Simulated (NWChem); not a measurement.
**Total energies of H₆HfOSi**

```xyz
9

Hf     0.3306     0.6361     0.2666
H      1.9699     0.1578     1.0148
H      0.5649     1.8029    -1.1684
H     -0.8016     1.3739     1.5509
O     -0.4986    -0.9590    -0.4018
Si    -1.2304    -2.3671    -0.9921
H     -0.3513    -3.5432    -0.6769
H     -1.4044    -2.2407    -2.4784
H     -2.5685    -2.5356    -0.3316
```
Charge 0, spin multiplicity 1.

The numbers come from NWChem runs, not from measurements. The geometry was optimised at PBE/def2-SVP with def2 effective core potentials on Hf, with no frequency check, so it may be a saddle point.

Basis set: def2-TZVP (144 functions).

```json
[
 {"method": "RHF", "total energy (Ha)": "-414.88409", "relative cost": "1"},
 {"method": "MP2", "total energy (Ha)": "-415.52066", "relative cost": "under 3"},
 {"method": "B2PLYP", "total energy (Ha)": "-416.13608", "relative cost": "under 3"},
 {"method": "PBE", "total energy (Ha)": "-416.19957", "relative cost": "under 3"},
 {"method": "B3LYP", "total energy (Ha)": "-416.48453", "relative cost": "under 3"},
 {"method": "TPSS", "total energy (Ha)": "-416.48605", "relative cost": "under 3"}
]
```

Total energies of different functionals aren't comparable as a measure of quality: only differences taken within one method are. The cost column gives rough processor time relative to RHF; each entry includes its own SCF.

Effective core potentials replace the inner electrons of Hf; spin-orbit coupling is left out. The correlated methods keep 6 core orbitals frozen. B3LYP has NWChem's definition, with VWN1-RPA local correlation. The structure started from a generated list of species.
